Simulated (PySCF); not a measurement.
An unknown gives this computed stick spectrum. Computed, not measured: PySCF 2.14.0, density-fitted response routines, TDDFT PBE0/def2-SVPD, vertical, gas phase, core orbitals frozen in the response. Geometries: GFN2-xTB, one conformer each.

```json
{"state": "S1", "λ (nm)": "281.7", "f": "0.0000"}
{"state": "S2", "λ (nm)": "272.7", "f": "0.0006"}
{"state": "S3", "λ (nm)": "268.2", "f": "0.191"}
{"state": "S4", "λ (nm)": "236.4", "f": "0.123"}
{"state": "S5", "λ (nm)": "212.4", "f": "0.0016"}
{"state": "S6", "λ (nm)": "199.6", "f": "0.0015"}
{"state": "S7", "λ (nm)": "198.0", "f": "0.0059"}
{"state": "S8", "λ (nm)": "192.4", "f": "0.0014"}
```

Triplets computed (Tamm–Dancoff): 3.37, 4.02, 4.12 eV.

Question: Which candidate is it?
A. `C#CB(C#C)SC`
B. `[SiH3]SCc1sccc1`
C. `N#Cc1cccs1`

Answer: A. Its S1, at 4.40 eV, is the lowest among the candidates; the nearest of the others has S1 at 4.85 eV. S1 is HOMO-1→LUMO (97%). Löwdin shares by element: HOMO sulfur 55%, carbon 16% or more, boron 9% (atoms not listed hold the other 19%); LUMO carbon 27% or more, boron 25%, sulfur 16% (atoms not listed hold the other 31%). At the same level the other candidates give, for their lowest levels:
- `N#Cc1cccs1`: 242 nm (f 0.209); 224 nm (f 0.094); 214 nm (f 0.000); 197 nm (f 0.000); 196 nm (f 0.000); T1 3.31 eV; HOMO -7.55, LUMO -1.86 eV
- `[SiH3]SCc1cccs1`: 255 nm (f 0.065); 231 nm (f 0.031); 227 nm (f 0.104); 220 nm (f 0.007); 217 nm (f 0.030); T1 3.53 eV; HOMO -6.58, LUMO -0.81 eV

The values belong to the conformer `[CH:1]#[C:2][B:3]([C:4]#[CH:5])[S:6][CH3:7]`: C2–B3–S6–C7 0°.
